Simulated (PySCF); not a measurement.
Correlation energy of Dy²⁺ (dysprosium, charge +2)

[Xe] 4f10, one real determinant. Calculation: PySCF 2.14, in x2c-TZVPPall with one added diffuse shell each of s, p, d, f type (12s8p8d5f2g, 129 functions); the spin-free X2C one-electron Hamiltonian (Gaussian nucleus). Frozen: [Kr] 4d10; 18 electrons correlated.

MP2 pair energies summed by pair of shells (mhartree):

```csv
pair,energy,share (%)
4f-4f,-337.48,44.7
4f-5p,-210.81,27.9
5p-5p,-121.18,16.0
4f-5s,-47.28,6.3
5s-5p,-32.50,4.3
5s-5s,-6.15,0.8
```

Total MP2 correlation energy: -755.39 mhartree.

Same-spin part -298.95 and opposite-spin part -456.44 mhartree; SCS-MP2 scales them by 1/3 and 6/5 to -647.38 mhartree.

The reference is one real determinant that mixes LS terms of this configuration.
